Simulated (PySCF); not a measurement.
Worked example: chemical shift, span and skew from a shielding tensor

SiHCl₃, SMILES Cl[SiH](Cl)Cl. Atoms are numbered in the order given.

```xyz
5

Si     0.0000     0.0000     0.5108
Cl    -1.6766    -0.9680    -0.1791
Cl     0.0000     1.9360    -0.1791
Cl     1.6766    -0.9680    -0.1791
H      0.0000     0.0000     1.9841
```

Geometry: B3LYP-D3(BJ)/def2-SVP. The isomer is the one that the SMILES or the coordinates give; other isomers of the formula were not compared.

GIAO shieldings from KT2/pcSseg-2 in PySCF, non-relativistic, no solvent. The symmetric part of the tensor of Si1 has the principal values 302.3, 357.0, 357.0 ppm. The same nucleus in TMS has σ = 351.7 ppm at this level (PySCF, at its B3LYP-D3(BJ)/def2-TZVP geometry). Without spin–orbit terms, shifts of atoms bonded to Cl or Br come out too high.

Work out the isotropic shielding, the ²⁹Si shift against TMS, the span and the skew.


σ(iso) = (σ11 + σ22 + σ33)/3 = 338.8 ppm. δ = σ(ref) − σ(iso) = 351.7 − (338.8) = 12.9 ppm.
Span Ω = σ33 − σ11 = 54.7 ppm. Skew κ = 3(σ(iso) − σ22)/Ω = -1.00, an axial tensor. Tumbling in solution averages the tensor to δ; in a static solid the shielding alone would spread this spin-1/2 line over Ω.
